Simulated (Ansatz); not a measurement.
Ansatz (an electronic-structure program) input (B3LYP-D3(BJ)/def2-TZVP):

Ansatz 0.2 input:
```yaml
crystal:
  periodic: [false, false, false]
  atoms:
    - {symbol: La, position_ang: [0.27970784, 0.03648198, -0.04906368]}
    - {symbol: F, position_ang: [-1.23843632, 1.13600453, -0.92472141]}
    - {symbol: F, position_ang: [-0.53304669, -1.36705710, 1.23545805]}
basis:
  gaussian:
    orbitals: def2-TZVP
hamiltonian:
  xc: b3lyp
  dispersion: d3bj
total_charge: 1
phonons: {temperatures: {t_min: 298.15, t_max: 298.15, t_step: 100}}
```

Output:

```
Functional definition: B3LYP
integrals: 0.03 GiB planned
659 factors; their error is unknown
mean field: 0.25 GiB planned
mean field evaluation 1: about -6269.3509 eV, gradient 1.3e2 eV
mean field evaluation 2: about -5752.4552 eV, gradient 3.9e2 eV
mean field evaluation 4: about -6293.4398 eV, gradient 7.9e0 eV
mean field evaluation 8: about -6293.5978 eV, gradient 6.1e-2 eV
mean field evaluation 16: about -6293.6248 eV, gradient 1.9e-6 eV
mean field -6293.62482373 eV, -231.2864462999 hartree, gradient 1.8e-6 eV, S^2 0.000000; 0 other end points of the search recorded, 0 dependent functions left out
the calculation of the forces begins
reference -6293.62509395 eV, -231.2864562305 hartree; 14, 14 occupied and 88, 88 virtual orbitals, 659 factors
these checks for a lower state are left out or cut short: stability, starts, cluster_reference, orbital_swaps, neighbouring_geometries, increment
integrals: 0.03 GiB planned
659 factors; their error is unknown
mean field: 0.25 GiB planned
mean field -6293.62477759 eV, -231.2864446042 hartree, gradient 2.0e-6 eV, S^2 0.000000; 0 other end points of the search recorded, 0 dependent functions left out
the calculation of the forces begins
reference -6293.62504779 eV, -231.2864545340 hartree; 14, 14 occupied and 88, 88 virtual orbitals, 659 factors
these checks for a lower state are left out or cut short: stability, starts, cluster_reference, orbital_swaps, neighbouring_geometries, increment
integrals: 0.03 GiB planned
659 factors; their error is unknown
mean field: 0.25 GiB planned
mean field evaluation 32: about -6293.6248 eV, gradient 5.7e-7 eV
mean field -6293.62477443 eV, -231.2864444883 hartree, gradient 5.4e-7 eV, S^2 0.000000; 0 other end points of the search recorded, 0 dependent functions left out
the calculation of the forces begins
reference -6293.62504467 eV, -231.2864544195 hartree; 14, 14 occupied and 88, 88 virtual orbitals, 659 factors
these checks for a lower state are left out or cut short: stability, starts, cluster_reference, orbital_swaps, neighbouring_geometries, increment
integrals: 0.03 GiB planned
659 factors; their error is unknown
mean field: 0.25 GiB planned
mean field -6293.62480317 eV, -231.2864455444 hartree, gradient 1.7e-6 eV, S^2 0.000000; 0 other end points of the search recorded, 0 dependent functions left out
the calculation of the forces begins
reference -6293.62507341 eV, -231.2864554755 hartree; 14, 14 occupied and 88, 88 virtual orbitals, 659 factors
these checks for a lower state are left out or cut short: stability, starts, cluster_reference, orbital_swaps, neighbouring_geometries, increment
integrals: 0.03 GiB planned
659 factors; their error is unknown
mean field: 0.25 GiB planned
mean field -6293.62478141 eV, -231.2864447447 hartree, gradient 2.0e-6 eV, S^2 0.000000; 0 other end points of the search recorded, 0 dependent functions left out
the calculation of the forces begins
reference -6293.62505162 eV, -231.2864546747 hartree; 14, 14 occupied and 88, 88 virtual orbitals, 659 factors
these checks for a lower state are left out or cut short: stability, starts, cluster_reference, orbital_swaps, neighbouring_geometries, increment
integrals: 0.03 GiB planned
659 factors; their error is unknown
mean field: 0.25 GiB planned
mean field -6293.62480169 eV, -231.2864454899 hartree, gradient 2.0e-6 eV, S^2 0.000000; 0 other end points of the search recorded, 0 dependent functions left out
the calculation of the forces begins
reference -6293.62507192 eV, -231.2864554208 hartree; 14, 14 occupied and 88, 88 virtual orbitals, 659 factors
these checks for a lower state are left out or cut short: stability, starts, cluster_reference, orbital_swaps, neighbouring_geometries, increment
integrals: 0.03 GiB planned
659 factors; their error is unknown
mean field: 0.25 GiB planned
mean field -6293.62480681 eV, -231.2864456780 hartree, gradient 1.6e-6 eV, S^2 0.000000; 0 other end points of the search recorded, 0 dependent functions left out
the calculation of the forces begins
reference -6293.62507702 eV, -231.2864556082 hartree; 14, 14 occupied and 88, 88 virtual orbitals, 659 factors
Total energy: -6293.69624690 eV, -231.2890710532 hartree
Atom 0 at     0.279708     0.036482    -0.049064 Å, force    -0.000003    -0.000000     0.000001 eV/Å
Atom 1 at    -1.238436     1.136005    -0.924721 Å, force    -0.000014     0.000055    -0.000048 eV/Å
Atom 2 at    -0.533047    -1.367057     1.235458 Å, force     0.000017    -0.000055     0.000047 eV/Å
Dipole moment:     1.404404     0.183175    -0.246347 e Å
Vibrations: 126.09 591.58 607.35 cm⁻¹, zero-point energy 0.082141 eV
```

The spin state was set by rule; other spins were not relaxed.
